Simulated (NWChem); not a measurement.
All runs are NWChem calculations. System: isotetrasilane (H₁₀Si₄), charge 0, spin multiplicity 1, at a geometry optimised with PBE0/def2-SVP. Level: G0W0@PBE0/def2-SVP, RI basis def2-svp-rifit.

NWChem printed:

```
             Northwest Computational Chemistry Package (NWChem) 7.3.0
             --------------------------------------------------------

                                NWChem Input Module
                                -------------------

 Scaling coordinates for geometry "geometry" by  1.889725989
 (inverse scale =  0.529177249)

                             Geometry "geometry" -> ""
                             -------------------------

 Output coordinates in angstroms (scale by  1.889725989 to convert to a.u.)

  No.       Tag          Charge          X              Y              Z
 ---- ---------------- ---------- -------------- -------------- --------------
    1 Si                  14.0000    -0.00538700     2.06243700    -0.83508700
    2 Si                  14.0000     0.05549600     0.17952700     0.56798500
    3 Si                  14.0000     1.89158900    -1.17232900     0.00353500
    4 Si                  14.0000    -1.93456100    -1.04667800     0.33634400
    5 H                    1.0000     1.25798900     2.85383200    -0.71146900
    6 H                    1.0000    -0.15402000     1.61549700    -2.25518200
    7 H                    1.0000    -1.16323700     2.94292100    -0.48604900
    8 H                    1.0000     0.19438400     0.63013400     1.99219500
    9 H                    1.0000     3.17109100    -0.41085700     0.14743700
   10 H                    1.0000     1.75720300    -1.61966800    -1.41783100
   11 H                    1.0000     1.94706300    -2.38101900     0.88310600
   12 H                    1.0000    -1.91671600    -2.25345500     1.22010500
   13 H                    1.0000    -3.11796700    -0.20402500     0.69296300
   14 H                    1.0000    -2.07570600    -1.49475600    -1.08416300

 Effective nuclear repulsion energy (a.u.)     327.1031644222

            Nuclear Dipole moment (a.u.)
            ----------------------------
        X                 Y               Z
 ---------------- ---------------- ----------------
     0.0000037795     0.0000037795    -0.0000188973


 Summary of "ao basis" -> "" (spherical)
 ------------------------------------------------------------------------------
       Tag                 Description            Shells   Functions and Types
 ---------------- ------------------------------  ------  ---------------------
 *                          def2-svp                  on all atoms

 new library libraries.bse/

 Summary of "ri basis" -> "" (spherical)
 ------------------------------------------------------------------------------
       Tag                 Description            Shells   Functions and Types
 ---------------- ------------------------------  ------  ---------------------
 *                       def2-svp-rifit               on all atoms

                                 NWChem DFT Module
                                 -----------------

 Summary of "ao basis" -> "ao basis" (spherical)
 ------------------------------------------------------------------------------
       Tag                 Description            Shells   Functions and Types
 ---------------- ------------------------------  ------  ---------------------
 Si                         def2-svp                 8       18   4s3p1d
 H                          def2-svp                 3        5   2s1p

 Summary of "ao basis" -> "ao basis" (spherical)
 ------------------------------------------------------------------------------
       Tag                 Description            Shells   Functions and Types
 ---------------- ------------------------------  ------  ---------------------
 Si                         def2-svp                 8       18   4s3p1d
 H                          def2-svp                 3        5   2s1p

            General Information
            -------------------
          SCF calculation type: DFT
          Wavefunction type:  closed shell.
          No. of atoms     :    14
          No. of electrons :    66
           Alpha electrons :    33
            Beta electrons :    33
          Charge           :     0
          Spin multiplicity:     1
          Use of symmetry is: off; symmetry adaption is: off
          Maximum number of iterations: 100
[...]
   Bfn.  Coefficient  Atom+Function         Bfn.  Coefficient  Atom+Function
  ----- ------------  ---------------      ----- ------------  ---------------
    88      0.316563   8 H  s                28      0.234249   2 Si pz
    31      0.230296   2 Si pz               89      0.182858   8 H  s
    78      0.159907   6 H  s                98      0.160053  10 H  s
   118      0.159932  14 H  s                25     -0.132063   2 Si pz
    10     -0.124929   1 Si pz               79      0.105907   6 H  s

 Vector   32  Occ=2.000000D+00  E=-2.966110D-01
              MO Center=  3.6D-01, -1.8D-01,  2.2D-01, r^2= 5.1D+00
   Bfn.  Coefficient  Atom+Function         Bfn.  Coefficient  Atom+Function
  ----- ------------  ---------------      ----- ------------  ---------------
    29      0.259717   2 Si px               26      0.257116   2 Si px
    44     -0.210924   3 Si px               47     -0.188930   3 Si px
    45      0.150238   3 Si py               23     -0.139666   2 Si px
    30     -0.140332   2 Si py               27     -0.138830   2 Si py
    62     -0.139445   4 Si px               48      0.127525   3 Si py

 Vector   33  Occ=2.000000D+00  E=-2.965986D-01
              MO Center= -3.3D-01,  2.9D-01,  1.4D-01, r^2= 5.1D+00
   Bfn.  Coefficient  Atom+Function         Bfn.  Coefficient  Atom+Function
  ----- ------------  ---------------      ----- ------------  ---------------
    30      0.244883   2 Si py               27      0.242341   2 Si py
     9     -0.191392   1 Si py               62     -0.179597   4 Si px
    12     -0.174466   1 Si py               65     -0.155464   4 Si px
    29      0.138949   2 Si px               26      0.137459   2 Si px
    10      0.136553   1 Si pz               63     -0.136713   4 Si py

 Vector   34  Occ=0.000000D+00  E=-3.079357D-03
              MO Center=  1.9D-01, -1.5D-02,  2.7D-01, r^2= 6.1D+00
   Bfn.  Coefficient  Atom+Function         Bfn.  Coefficient  Atom+Function
  ----- ------------  ---------------      ----- ------------  ---------------
    31      0.707057   2 Si pz               89     -0.623204   8 H  s
    49      0.462029   3 Si pz               13      0.369093   1 Si pz
    99      0.325592  10 H  s                66      0.314731   4 Si py
    84     -0.314926   7 H  s               114     -0.313664  13 H  s
    40      0.308724   3 Si s                22     -0.280316   2 Si s

 Vector   35  Occ=0.000000D+00  E=-2.823203D-03
              MO Center= -5.2D-01,  2.9D-01,  6.8D-03, r^2= 6.6D+00
   Bfn.  Coefficient  Atom+Function         Bfn.  Coefficient  Atom+Function
  ----- ------------  ---------------      ----- ------------  ---------------
    11      0.635662   1 Si px              109     -0.635593  12 H  s
    74     -0.628264   5 H  s                65      0.442254   4 Si px
    66     -0.402534   4 Si py               67      0.390551   4 Si pz
    29      0.331553   2 Si px              114      0.312798  13 H  s
    13      0.289047   1 Si pz               84      0.269030   7 H  s

 Vector   36  Occ=0.000000D+00  E=-2.747113D-03
              MO Center=  3.6D-01, -1.8D-01,  4.6D-02, r^2= 6.9D+00
   Bfn.  Coefficient  Atom+Function         Bfn.  Coefficient  Atom+Function
  ----- ------------  ---------------      ----- ------------  ---------------
    48      0.605992   3 Si py              104      0.565495  11 H  s
    94     -0.550798   9 H  s                84      0.485539   7 H  s
    66      0.464249   4 Si py              114     -0.459956  13 H  s
    13     -0.387402   1 Si pz               47      0.382418   3 Si px
    11      0.372169   1 Si px               30      0.306701   2 Si py

 center of mass
 --------------
 x =   0.00153323 y =   0.00493175 z =   0.01563411

 moments of inertia (a.u.)
 ------------------
         973.044516959805          21.838466589254          68.475485694546
          21.838466589254        1037.020875847644         222.621853045680
          68.475485694546         222.621853045680        1670.319360341891

     Multipole analysis of the density
     ---------------------------------

     L   x y z        total         alpha         beta         nuclear
     -   - - -        -----         -----         ----         -------
     0   0 0 0     -0.000000    -33.000000    -33.000000     66.000000

     1   1 0 0      0.003577      0.001787      0.001787      0.000004
     1   0 1 0      0.010978      0.005487      0.005487      0.000004
     1   0 0 1      0.035340      0.017679      0.017679     -0.000019

     2   2 0 0    -45.922777   -273.236376   -273.236376    500.549975
     2   1 1 0      0.011457      6.077151      6.077151    -12.142845
     2   1 0 1      0.034160     19.050647     19.050647    -38.067133
     2   0 2 0    -45.890823   -255.436217   -255.436217    464.981611
     2   0 1 1      0.111788     61.937628     61.937628   -123.763467
     2   0 0 2    -45.572437    -79.239173    -79.239173    112.905908

 Task  times  cpu:       11.0s     wall:       11.0s

                                NWChem Input Module
                                -------------------

                                 NWChem GW Module
                                 ----------------

                             ***********************
                             ***        GW       ***
                             ***********************

 Summary of "ri basis" -> "ri basis" (spherical)
 ------------------------------------------------------------------------------
       Tag                 Description            Shells   Functions and Types
 ---------------- ------------------------------  ------  ---------------------
 Si                      def2-svp-rifit             20       62   8s5p5d2f
 H                       def2-svp-rifit              6       14   3s2p1d

                 Memory Information
                 ------------------
          Available GA per process is          1699.9 MBs
          Available stack per process is        700.0 MBs
          Available heap per process is           0.0 MBs

          Peak memory in Initialization
              Peak GA per process is                 13.8 MBs
              Peak stack per process is               0.1 MBs
              Peak heap per process is               14.3 MBs
              Memory not in MA per process            0.0 MBs

          Peak memory in AFF Calculation
              Peak GA per process is                 86.9 MBs
              Peak stack per process is              65.8 MBs
              Peak heap per process is                0.0 MBs
              Memory not in MA per process           65.8 MBs

          Computing 2-center integrals
          Computing Inverse Cholesky factor
          Computing 3-center integrals
          Computing V_xc ...

          Computing Sigma_x
          Computing RPA polarizability
          Solving quasiparticle equations

                  Alpha Orbitals
          State     Energy (eV)     Error (eV)
          -----------------------------------
@GW        30        -11.717           0.004
@GW        31        -10.735           0.004
@GW        32         -9.365           0.003
@GW        33         -9.364           0.003
@GW        34          2.072           0.005
@GW        35          2.109           0.005

   Applying  -1.2935 eV scissor-shift to rest of particle states

   Applying   2.1557 eV scissor-shift to rest of hole states

     GW Timing Statistics
   ------------------------
   Init.   :          0.0s
     ERIs  :          0.8s
     Distr.:          0.0s
     Vxc   :          1.7s
   Sigma_x :          0.0s
   RPA     :          4.1s
   Wmn     :          0.0s
   Sigma_c :          0.0s
   GW total:          6.8s

 Task  times  cpu:        6.8s     wall:        6.8s

 Total times  cpu:       17.8s     wall:       17.8s
```

Question: Write an NWChem input that would produce this output.

Answer: Several could match; the one computed here: 
```
start mol
memory heap 200 mb stack 700 mb global 1700 mb
geometry units angstroms nocenter noautoz noautosym
  Si    -0.005387     2.062437    -0.835087
  Si     0.055496     0.179527     0.567985
  Si     1.891589    -1.172329     0.003535
  Si    -1.934561    -1.046678     0.336344
  H      1.257989     2.853832    -0.711469
  H     -0.154020     1.615497    -2.255182
  H     -1.163237     2.942921    -0.486049
  H      0.194384     0.630134     1.992195
  H      3.171091    -0.410857     0.147437
  H      1.757203    -1.619668    -1.417831
  H      1.947063    -2.381019     0.883106
  H     -1.916716    -2.253455     1.220105
  H     -3.117967    -0.204025     0.692963
  H     -2.075706    -1.494756    -1.084163
end
basis spherical
  * library def2-svp
end
basis "ri basis" bse spherical
  * library def2-svp-rifit
end
dft
  xc pbe0
  iterations 100
  direct
  tolerances tight
end
task dft energy
gw
  states alpha occ 4 vir 2
end
task dft gw
```
